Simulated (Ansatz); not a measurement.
Cost and result for the atomization energy of `[CH]1=N[SiH2][AlH]1` (8 atoms, 8 bonds).

```xyz
8

C    -1.2882   -0.3935    0.2978
N    -0.7882    0.7178    0.7029
Si    0.9039    0.9094    0.1338
Al    0.1962   -1.2379   -0.7493
H    -2.3242   -0.6241    0.5840
H     1.8251    1.0681    1.2945
H     1.0353    2.1442   -0.6901
H     0.4401   -2.5841   -1.5737
```

Total charge 0; spin multiplicity 1. Geometry: relaxed with PBE0-D4/def2-TZVP. Program: Ansatz. All runs use 2 threads of an Arm Neoverse V2 on a shared host. Times are those of one run each, without the atoms' runs, and a repeat can differ threefold. Electronic energies, without spin–orbit coupling; frozen cores. CCSD(T)/CBS adds CCSD(T) − MP2 in def2-TZVPP to the MP2 limit, and its time is that of the two runs behind it. T1 = 0.016. HSE06 is the plane-wave form, built on full-range PBE exchange.

CCSD(T)/CBS is a level of theory with its own doubt, some kJ/mol a heavy atom from the limit and from the frozen cores, so smaller differences don't rank the functionals.

```csv
level,functions,wall time,atomization (kJ/mol),difference from CCSD(T)/CBS,per bond
BLYP-D4/def2-TZVPP,202,2 s,2606.4,8.1,1.0
CCSD(T)/def2-SVP,84,2 s,2405.7,-192.6,-24.1
PBE0-D4/def2-TZVPP,202,2.6 s,2595.7,-2.6,-0.3
BHLYP-D4/def2-TZVPP,202,2.7 s,2515.4,-82.9,-10.4
HSE06-D4/def2-TZVPP,202,2.9 s,2598.0,-0.3,0.0
CAM-B3LYP-D4/def2-TZVPP,202,2.9 s,2604.0,5.7,0.7
B2PLYP/def2-TZVPP,202,4.7 s,2566.6,-31.7,-4.0
PBE-QIDH/def2-TZVPP,202,5 s,2568.6,-29.7,-3.7
B97M-V/def2-TZVPP,202,8.5 s,2628.6,30.3,3.8
ωB97M-V/def2-TZVPP (with forces),202,11 s,2609.3,11.0,1.4
MP2/def2-QZVPP,374,16 s,2600.2,1.9,0.2
CCSD(T)/def2-TZVPP,202,38 s,2512.7,-85.6,-10.7
CCSD(T)/CBS(def2),–,54 s,2598.3,0.0,0.0
```

In def2-TZVPP, CCSD(T) changes the Hartree–Fock value by +728.7 kJ/mol (the triples alone add +53.5 kJ/mol) and MP2 by +764.9 kJ/mol; breaking electron pairs costs correlation energy, which Hartree–Fock lacks. From PBE to PBE0 (25 % exact exchange), in def2-TZVPP and without D4, the atomization energy moves by −56.2 kJ/mol: exact exchange takes away binding that semilocal exchange gives to molecules. At CCSD(T), def2-SVP lies −192.6 kJ/mol from the extrapolated value and def2-TZVPP −85.6 kJ/mol: correlation converges slowly with the basis, and small sets miss more of it in the bonded molecule than in its fragments.
